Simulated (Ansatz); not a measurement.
Reaction (redistribution): `F[SiH](F)S[SiH2]Cl` + `C[SiH2][GeH3]` → `F[SiH](F)[GeH3]` + `C[SiH2]S[SiH2]Cl`

Program: Ansatz. Geometries: PBE0-D4/def2-TZVP. ΔE: electronic, gas phase. CCSD(T)/CBS adds triple-zeta CCSD(T) − MP2 to the extrapolated MP2 energy (def2 sets, frozen cores). Functionals use def2-TZVPP. B3LYP here is the variant with VWN-RPA as its local correlation; programs differ in this. For Ge outer-core shells are correlated without core-valence functions, which leaves a few kJ/mol of doubt a bond. Scalar relativity is left out up to krypton. Each species was taken in one conformer, which may not be the lowest.

`F[SiH](F)S[SiH2]Cl`:

Z-matrix (Å, degrees):
```
Si
F 1 1.584
S 1 2.106 2 111.2
F 1 1.584 2 105.8 3 -120.4
H 1 1.470 2 109.0 3 121.3
Si 3 2.140 1 98.7 2 -70.8
Cl 6 2.043 3 111.5 1 -91.4
H 6 1.476 3 106.0 1 151.0
H 6 1.477 3 110.1 1 29.0
```

`C[SiH2][GeH3]`:

Z-matrix (Å, degrees):
```
C
Si 1 1.875
H 1 1.092 2 110.8
H 1 1.092 2 110.6 3 120.0
H 1 1.092 2 110.8 3 -120.0
Ge 2 2.380 1 111.3 3 59.9
H 2 1.490 1 110.3 3 -179.4
H 2 1.490 1 110.3 3 -60.7
H 6 1.540 2 110.8 1 -59.8
H 6 1.540 2 110.8 1 59.6
H 6 1.539 2 111.6 1 179.9
```

`F[SiH](F)[GeH3]`:

Z-matrix (Å, degrees):
```
Si
F 1 1.592
Ge 1 2.377 2 109.5
F 1 1.592 2 107.0 3 118.6
H 1 1.481 2 107.4 3 -126.4
H 3 1.536 1 109.5 2 179.0
H 3 1.536 1 109.5 2 -61.7
H 3 1.534 1 110.3 2 58.6
```

`C[SiH2]S[SiH2]Cl`:

```xyz
12

C     1.468    1.394   -0.040
Si    0.049    0.708    0.950
S     0.099   -1.442    1.018
Si   -1.213   -1.685   -0.631
Cl   -1.090   -3.631   -1.264
H     2.422    1.084    0.392
H     1.432    2.487   -0.050
H     1.427    1.037   -1.071
H     0.094    1.172    2.358
H    -1.254    1.109    0.348
H    -2.619   -1.422   -0.254
H    -0.813   -0.809   -1.759
```

```tsv
species	B3LYP-D4 energy (Eh)
`F[SiH](F)S[SiH2]Cl`	-1639.34104
`C[SiH2][GeH3]`	-2409.53147
`F[SiH](F)[GeH3]`	-2568.89687
`C[SiH2]S[SiH2]Cl`	-1479.97000
```

Question: Work out ΔE.

Answer: ΔE = (-2568.89687) + (-1479.97000) − (-1639.34104) − (-2409.53147) = 0.00564 Eh = +14.8 kJ/mol. CCSD(T)/CBS gives +13.8 kJ/mol.

Largest T1 diagnostic among the species: 0.012.
